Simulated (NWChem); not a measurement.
# CH₃AlClF; SMILES [CH3][Al]([F])[Cl]

```xyz
7

Al    -0.0660     0.3882    -0.0003
F     -1.6147     0.9925     0.0001
Cl     0.0822    -1.7018     0.0000
C      1.4543     1.5760     0.0000
H      2.4098     1.0315    -0.0157
H      1.4372     2.2199     0.8945
H      1.4205     2.2438    -0.8762
```
Atoms are numbered in this order, from 1.

All runs use the structure optimised with PBE0/def2-SVP.

Question: List the 4 lowest vertical singlet excitations from B3LYP/def2-SVPD, TDA (NWChem).

Answer: 
```json
[
 {"state": "S1", "energy (eV)": "6.85", "oscillator strength": "0.007", "leading excitation (squared amplitude)": "HOMO → LUMO+1 (0.96)"},
 {"state": "S2", "energy (eV)": "6.94", "oscillator strength": "0.112", "leading excitation (squared amplitude)": "HOMO → LUMO (0.87)"},
 {"state": "S3", "energy (eV)": "7.21", "oscillator strength": "0.017", "leading excitation (squared amplitude)": "HOMO−2 → LUMO (0.62)"},
 {"state": "S4", "energy (eV)": "7.31", "oscillator strength": "0.052", "leading excitation (squared amplitude)": "HOMO−1 → LUMO+1 (0.54)"}
]
```
